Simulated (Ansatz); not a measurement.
C$_{3}$H$_{3}$F$_{2}$I, SMILES `FC(F)/C=C/I`, relaxed with RKS PBE-D4/def2-SVP in Ansatz from a rough embedded geometry. The force threshold is 0.03 eV/Å; the program also tests the step.

The species carries charge 0 and has multiplicity 1. I: def2 effective core potential.

Start:

```xyz
9

F     1.456   -1.573   -0.521
C     1.032   -0.289   -0.560
F     1.180    0.134   -1.868
C    -0.453   -0.195   -0.137
C    -0.850    0.547    0.899
I    -2.803    0.626    1.397
H     1.697    0.347    0.056
H    -1.096   -0.746   -0.761
H    -0.163    1.148    1.495
```

```
step  energy (eV)  largest force (eV/Å)  largest move (Å)
   1  -16677.5941                 2.020             0.000
   2  -16677.7577                 0.573             0.115
   3  -16677.7657                 0.298             0.076
   4  -16677.7738                 0.179             0.039
   5  -16677.7748                 0.076             0.005
   6  -16677.7749                 0.062             0.010
   7  -16677.7751                 0.013             0.006
```

End:

```xyz
9

F     1.466   -1.568   -0.506
C     1.028   -0.270   -0.563
F     1.182    0.153   -1.857
C    -0.420   -0.208   -0.179
C    -0.839    0.533    0.858
I    -2.839    0.685    1.476
H     1.680    0.352    0.093
H    -1.105   -0.807   -0.802
H    -0.153    1.130    1.480
```

It took 5.5 s on 4 threads of an Intel Xeon 6975P-C on a shared host, with 0.18 GiB of host memory at the peak.
